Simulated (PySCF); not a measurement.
## Molecular orbitals of GaCl⁺

BP86 at R = 2.139 Å; PySCF, scalar-relativistic core potentials, basis sets Ga cc-pVDZ-PP with ECP10, Cl cc-pV(D+d)Z. State: ²Σ⁺ (doublet), unpaired electrons σ ↑. Only the outer orbitals are listed, counted within each symmetry, core potentials removing the inner ones.

| spin | orbital | occ. | ε (eV) | on Ga (%) | main shells (%) |
| --- | --- | --- | --- | --- | --- |
| α | 8σ | 1 | -18.24 | 53 | 52 Ga s, 41 Cl p |
| α | 4π | 1 | -14.68 | 8 | 92 Cl p |
| α | 4π | 1 | -14.68 | 8 | 92 Cl p |
| α | 9σ | 1 | -14.47 | 63 | 40 Ga s, 37 Cl p, 22 Ga p |
| α | 5π | 0 | -9.17 | 94 | 93 Ga p |
| α | 5π | 0 | -9.17 | 94 | 93 Ga p |
| α | 10σ | 0 | -6.41 | 90 | 76 Ga p, 10 Cl p, 9 Ga d |
| β | 7σ | 1 | -26.59 | 21 | 78 Cl s, 16 Ga d |
| β | 8σ | 1 | -17.66 | 54 | 51 Ga s, 40 Cl p |
| β | 4π | 1 | -14.52 | 8 | 92 Cl p |
| β | 4π | 1 | -14.52 | 8 | 92 Cl p |
| β | 9σ | 0 | -13.33 | 63 | 44 Ga s, 37 Cl p, 17 Ga p |
| β | 5π | 0 | -8.57 | 94 | 94 Ga p |
| β | 5π | 0 | -8.57 | 94 | 94 Ga p |

**Question.** Which are the highest filled and the lowest empty level, where do they sit, and how wide is the gap?

**Answer.** Highest filled α 9σ at -14.47 eV (in %: 40 Ga s, 37 Cl p, 22 Ga p); lowest empty β 9σ at -13.33 eV (in %: 44 Ga s, 37 Cl p, 17 Ga p); the gap at BP86 is 1.14 eV.

The bond order (Mayer) is 1.42, the ⟨S²⟩ is 0.752 and the charge on Ga (Mulliken, basis-dependent) is 0.86. The charge on Ga (Löwdin, basis-dependent) is 0.79. The dipole moment (positive dipole points towards Cl; it is taken about the centre of mass and depends on that origin) is -2.76 D.

Spin–orbit coupling is left out. The state was picked by a PBE0 search and need not be the measured ground state.
